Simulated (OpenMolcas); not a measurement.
Tb3+: moving or changing the point charges

Tb3+ among 4 point charges of -1 e arranged as a tetrahedron (Td), 2.35 Å from the ion.

```json
{"Program": "OpenMolcas", "Method": "CASSCF", "Basis": "ANO-RCC-VDZP [7s6p4d2f1g]", "Scalar Hamiltonian": "DKH2, point nucleus", "Active space": "8 electrons in 7 orbitals (4f)", "State averaging": "2S+1 = 7 even, 7 roots; 2S+1 = 5 even, 62 roots kept (CI in the orbitals of an earlier block); 2S+1 = 3 even, 3 roots kept (CI in the orbitals of an earlier block, 0 in the spin-orbit step)", "Spin-orbit coupling": "RASSI with atomic mean-field integrals over the reference wave functions"}
```

Runs around this geometry, states (labels of Td). Energies in cm-1 above the lowest state or level, χT in cm3 K/mol; under a threefold ground state the first gap can be a small split of the lowest multiplet, not the spin-orbit step.

| R (Å) | Ground state | First state of that spin | First gap with spin-orbit (degeneracies) | Width of lowest J | χT at 300 K |
| --- | --- | --- | --- | --- | --- |
| 2.35 | 7T1 | 7T2 80.6 | 3.7 (2, 3) | 88 | 11.782 |
| 2.59 | 7T1 | 7T2 51.1 | 2.3 (2, 3) | 55 | 11.790 |
| 2.72 | 7T1 | 7T2 40.6 | 1.9 (2, 3) | 43 | 11.792 |

Taking the width of the lowest J multiplet as R^-n, n = -ln(43 / 88) / ln(2.72 / 2.35) = 4.9 between the shortest and longest distance.

High states are left out of the spin-orbit mixing, which shifts the levels that they would mix with. Point charges carry no covalency, so the field is a model and not that of real ligands. No measured value stands beside these numbers.
